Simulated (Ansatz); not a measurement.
LiN-, multiplicity 4 (lowest of 2S+1 = 2, 4 at CCSD(T)/def2-TZVPP on PBE0 minima; our sources give no spin for the ground state, which may be another), most abundant isotopes (7.0160 and 14.0031 u). Constants from fifth-degree fits in 1/R to seven points on the lowest solution found; no spin–orbit coupling, no relativity up to Kr; ω_e x_e and α_e move by some per cent with the fit.

Cores are frozen in the correlated methods. CBS: X⁻³ extrapolation of the correlation energy, Hartree–Fock from the larger set.

The values were computed with Ansatz (Gaussian basis) for Hartree–Fock, density functionals and correlated methods. Values without a source in brackets are computed.

| level | r_e (Å) | ω_e (cm⁻¹) | ω_e x_e (cm⁻¹) | α_e (cm⁻¹) |
|---|---|---|---|---|
| PBE/def2-TZVPP | 1.9555 | 540.8 | 7.91 | 0.0205 |
| CCSD(T)/CBS(aug-cc-pVTZ, aug-cc-pVQZ) | 1.9372 | 578.5 | 7.16 | 0.0181 |

### Question
Derive the rotational constants, the centrifugal constant, the fundamental, the zero-point energy and the force constant.

### Answer

μ = 4.67412 u.
- PBE/def2-TZVPP: B_e = 16.8576/(μ r_e²) = 0.94319 cm⁻¹; B₀ = B_e − α_e/2 = 0.93292 cm⁻¹; D = 4B_e³/ω_e² = 1.15e-05 cm⁻¹; fundamental ω_e − 2ω_e x_e = 525 cm⁻¹; zero-point energy ω_e/2 − ω_e x_e/4 = 268 cm⁻¹; k = μ(2πcω_e)² = 80.5 N/m
- CCSD(T)/CBS(aug-cc-pVTZ, aug-cc-pVQZ): B_e = 16.8576/(μ r_e²) = 0.96103 cm⁻¹; B₀ = B_e − α_e/2 = 0.95196 cm⁻¹; D = 4B_e³/ω_e² = 1.06e-05 cm⁻¹; fundamental ω_e − 2ω_e x_e = 564 cm⁻¹; zero-point energy ω_e/2 − ω_e x_e/4 = 287 cm⁻¹; k = μ(2πcω_e)² = 92.2 N/m

Ansatz is a first-principles code.
